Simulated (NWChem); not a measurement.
## Lowest excitation of H2GeO

```
O
H 1 0.9762
Ge 1 1.8131 2 112.70
H 3 1.6406 1 95.80 2 0.00
```
Charge 0, spin multiplicity 1.

The numbers come from NWChem runs, not from measurements. All single points use one geometry, from PBE/def2-SVP, a minimum by its harmonic frequencies. It is one conformer; others weren't searched.

Basis set: def2-SVPD. CR-EOMCCSD(T) is the triples correction to the same EOM-CCSD root.

The Hamiltonian is non-relativistic. The correlated methods keep 10 core orbitals frozen. The structure started from a generated list of species. Coupled-cluster values serve here as a point of comparison, not as the truth.

Q: Order these methods by the lowest vertical singlet excitation energy they give, lowest first: CR-EOMCCSD(T), EOM-CCSD, TD-PBE, CIS.

A: TD-PBE (3.21 eV), CR-EOMCCSD(T) (3.33 eV), EOM-CCSD (3.45 eV), CIS (3.58 eV)
